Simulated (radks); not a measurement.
The numbers below are computed, except where a source is named.
Task: Ionisation of Pd, [Kr] 4d10, to Pd+, [Kr] 4d9, under several functionals. Dirac Kohn-Sham, spin-unpolarised, spherical densities, point nucleus; open shells fill j = l - 1/2 first; a radial shooting solver on a logarithmic mesh with Libxc functionals. The NIST Atomic Spectra Database gives 8.337 eV (measured). Rank these functionals by the error of their Delta-SCF ionisation energy: LDA (Slater exchange, Perdew-Wang correlation); Wu-Cohen GGA; BLYP; PW91; LDA (Slater exchange, VWN5 correlation); PBEsol; HCTH/407; AM05; PBE; exchange-only LDA.

Result: From best to worst: exchange-only LDA 7.933 eV (-0.404); BLYP 8.890 eV (+0.553); AM05 8.906 eV (+0.569); PBE 8.928 eV (+0.591); Wu-Cohen GGA 8.932 eV (+0.595); PBEsol 8.933 eV (+0.596); PW91 8.998 eV (+0.661); HCTH/407 9.165 eV (+0.828); LDA (Slater exchange, Perdew-Wang correlation) 9.198 eV (+0.861); LDA (Slater exchange, VWN5 correlation) 9.201 eV (+0.864). Spin polarisation and multiplet splitting are left out, so open shells lie too high by an amount that depends on their filling.

Beside tabulated values, note that spin-unpolarised runs miss the spin-polarisation part of the exchange energy of open shells.
